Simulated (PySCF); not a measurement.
SMILES C[SiH2]N([SiH3])[SiH2]P, CH12NPSi3

Cartesian coordinates in Å; atom numbers follow the order of the lines, from 1:
```xyz
18

C    -2.519    0.745    0.894
Si   -1.877   -0.709   -0.093
N    -0.116   -0.697   -0.189
Si    0.797   -1.992    0.557
Si    0.701    0.644   -0.961
P     1.336    2.139    0.617
H    -3.615    0.702    0.988
H    -2.080    0.749    1.903
H    -2.256    1.697    0.407
H    -2.245   -2.002    0.567
H    -2.461   -0.690   -1.470
H     0.453   -2.137    2.005
H     0.549   -3.305   -0.112
H     2.248   -1.649    0.440
H     1.852    0.147   -1.775
H    -0.276    1.335   -1.858
H     2.209    2.860   -0.256
H     2.378    1.294    1.110
```

Computed with PySCF, GIAO B3LYP/pcSseg-1 magnetisability, rotational g tensor and spin-rotation constants, non-relativistic, gas phase. Geometry: PBE0-D3(BJ)/def2-SVP.

Question: Give the nuclear spin-rotation constants along the inertial axes (H = +C I·J) beside the isotropic shieldings.

Answer: Rotational constants 1.5648, 1.0720, 0.7828 GHz. A star marks the isotopologue with that one atom substituted, in its own axes.
```
atom  isotope  Caa (kHz)  Cbb (kHz)  Ccc (kHz)  mean (kHz)  σ (ppm)
  N3      14N      0.046      0.034      0.021       0.034    260.5
  P6      31P      1.425      1.164      0.748       1.112    562.8
  H7       1H     -0.096     -0.042     -0.093      -0.077     31.3
  H8       1H     -0.175     -0.106      0.000      -0.094     30.9
  H9       1H     -0.050     -0.082     -0.076      -0.069     30.6
 H10       1H      0.008     -0.070     -0.050      -0.037     26.7
 H11       1H     -0.117     -0.083      0.024      -0.059     26.7
 H12       1H     -0.123     -0.091      0.029      -0.062     26.8
 H13       1H     -0.011     -0.059     -0.050      -0.040     26.8
 H14       1H      0.005     -0.043     -0.072      -0.036     26.8
 H15       1H     -0.117      0.012     -0.039      -0.048     26.0
 H16       1H     -0.130     -0.004     -0.028      -0.054     26.4
 H17       1H     -0.030     -0.123     -0.054      -0.069     30.0
 H18       1H     -0.161     -0.005     -0.068      -0.078     29.6
  C1     13C*      0.184      0.137      0.101       0.141    180.0
 Si2    29Si*     -0.957     -0.647     -0.504      -0.703    359.4
 Si4    29Si*     -0.969     -0.573     -0.467      -0.669    388.3
 Si5    29Si*     -0.900     -0.722     -0.485      -0.702    357.9
```
For the geometry as given, no vibrational averaging.

Question: How do the rotational constants and the g tensor change when H7, H8, H9, H10, H11, H12, H13, H14, H15, H16, H17, H18 are replaced by deuterium?

Answer: Constants 1.3056, 0.9404, 0.6850 GHz; g -0.0207, -0.0153, -0.0111, against -0.0245, -0.0176, -0.0127 before.
